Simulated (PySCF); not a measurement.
BClFI, SMILES FB(Cl)I. The structure is a stationary point at PBE0-D3(BJ)/def2-SVP. The def2 effective core potentials stand for the cores of I; spin–orbit coupling is left out.

Method: PBE0-D3(BJ)/def2-SVP run with PySCF.

Harmonic wavenumbers (cm⁻¹): 193, 292, 467, 472, 932, 1349. Rotational constants (GHz): 6.396, 1.382, 1.136; symmetry number 1.

Problem. Work out the zero-point energy and the ideal-gas rigid-rotor harmonic-oscillator thermochemistry at 298.15 K and 1 atm.

Solution. ZPE = ½ Σ hcν = ½ × 3704 cm⁻¹ = 22.15 kJ/mol. H − E(el) = 36.15 kJ/mol. Entropy in J/(mol K): translation 174.33, rotation 116.57, vibration 22.13, total 313.03. G − E(el) = -57.18 kJ/mol. Cp = 61.54 J/(mol K).
